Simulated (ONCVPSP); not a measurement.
**Scattering properties, ONCV potential for hafnium (Hf)**

* Element: Hf
* Generator: ONCVPSP 4.0.1
* Type: optimised norm-conserving Vanderbilt (ONCV)
* Functional: PBE
* Relativity: scalar-relativistic
* Frozen core: [Kr] 4d10
* Valence charge: 26
* Reference configuration: 4f14 5s2 5p6 5d2 6s2
* Partial waves: 5s+6s: rc 1.80 bohr, ncon 3, nbas 8, qcut 5.4 1/bohr, 2 projectors; 5p: rc 1.65 bohr, ncon 4, nbas 9, qcut 8.5 1/bohr, 2 projectors, debl 2 Ha; 5d: rc 2.45 bohr, ncon 4, nbas 9, qcut 7.3 1/bohr, 2 projectors, debl 0.4 Ha; 4f: rc 0.90 bohr, ncon 3, nbas 7, qcut 20.3 1/bohr, 3 projectors, debl 2.3 Ha
* Local potential: polynomial inside 0.75 bohr (lpopt 4, dvloc0 1 Ha)
* Core correction: Teter function, fcfact 5.75, rcfact 1.3

The phase is arctan(r·R′/R) of the radial function R(r), unwrapped; energies in Ha, scanned from -4 to 5 Ha. A pole is an energy at which the radial function vanishes at the test radius. The pseudo phase is shifted by a multiple of π to meet the all-electron one at the reference energy, and phase errors are pseudo minus all-electron; the curves can meet again beyond the range given. Levels narrower than the energy grid can be missing from the lists of poles. Where the grid stepped over a known ghost or core level, its pole and its step of π were put in at the level’s energy.

```json
{"channel": "s", "radius (bohr)": "1.82", "reference energy (Ha)": "-0.19", "poles, all-electron": "-2.07", "poles, pseudo": "-3.82, -2.07", "unbroken range about the reference energy with phases within 0.05 rad": "above -3.8", "phase error 1 Ha above the reference energy (rad)": "-0.000"}
{"channel": "p", "radius (bohr)": "1.68", "reference energy (Ha)": "-1.31", "poles, all-electron": "-0.12", "poles, pseudo": "-0.12", "unbroken range about the reference energy with phases within 0.05 rad": "below 3.5", "phase error 1 Ha above the reference energy (rad)": "-0.000"}
{"channel": "d", "radius (bohr)": "2.49", "reference energy (Ha)": "-0.10", "poles, all-electron": "0.41, 4.17", "poles, pseudo": "0.41, 4.12", "unbroken range about the reference energy with phases within 0.05 rad": "the whole range", "phase error 1 Ha above the reference energy (rad)": "-0.000"}
{"channel": "f", "radius (bohr)": "0.91", "reference energy (Ha)": "-0.62", "poles, all-electron": "1.25", "poles, pseudo": "1.25", "unbroken range about the reference energy with phases within 0.05 rad": "the whole range", "phase error 1 Ha above the reference energy (rad)": "-0.000"}
```

Note: ghosts flagged at negative energy: s at -104.0 eV; GHOST(+) flagged for p at 158.2 eV. A true bound ghost makes a file unfit for plane-wave use.

Phases in the d channel:

```csv
E (Ha),all-electron,pseudo
-3.98,1.402,1.402
-3.74,1.395,1.395
-3.50,1.388,1.388
-3.26,1.380,1.380
-3.02,1.370,1.370
-2.78,1.359,1.359
-2.54,1.347,1.347
-2.30,1.331,1.331
-2.06,1.312,1.312
-1.82,1.288,1.288
-1.58,1.257,1.257
-1.34,1.212,1.212
-1.10,1.145,1.145
-0.86,1.029,1.029
-0.62,0.778,0.778
-0.38,0.064,0.064
-0.14,-0.950,-0.950
0.10,-1.357,-1.357
0.34,-1.533,-1.533
0.58,-1.645,-1.645
0.82,-1.742,-1.742
1.06,-1.855,-1.855
1.30,-2.028,-2.028
1.54,-2.385,-2.386
1.78,-3.192,-3.197
2.02,-3.953,-3.957
2.26,-4.275,-4.278
2.50,-4.425,-4.427
2.74,-4.511,-4.513
2.98,-4.568,-4.570
3.22,-4.609,-4.611
3.46,-4.641,-4.644
3.70,-4.668,-4.671
3.94,-4.691,-4.696
4.18,-4.713,-4.718
4.42,-4.734,-4.741
4.66,-4.755,-4.765
4.90,-4.778,-4.793
```
